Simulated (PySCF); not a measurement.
CF2GaNO.

```xyz
6

Ga     0.0049     0.6662     0.0000
F      1.2671     1.8578     0.0000
F     -1.6417     1.2265     0.0000
N      0.4212    -1.0815     0.0000
C      0.1379    -2.2587     0.0000
O     -0.0693    -3.4110     0.0000
```
Charge 0, spin multiplicity 1.

Coordinates come from a TPSSh-D3(BJ)/def2-SVP optimisation. The structure was generated by enumeration; whether it is a known compound was not checked. The values are those of a single conformer.

These are KT2/pcSseg-1 (PySCF) values and carry that method's errors. Non-relativistic, no solvent.

Computed absolute GIAO shielding of each atom: isotropic value and principal components (ppm):
```csv
atom,σ(iso),σ11,σ22,σ33,span
Ga1,1614.2,1343.8,1709.6,1789.2,445.4
F2,326.9,229.4,325.0,426.3,196.9
F3,308.5,197.3,307.7,420.6,223.4
N4,224.8,164.7,175.8,334.0,169.3
C5,62.2,-48.3,-46.9,281.6,330.0
O6,185.8,84.6,85.9,387.1,302.5
```
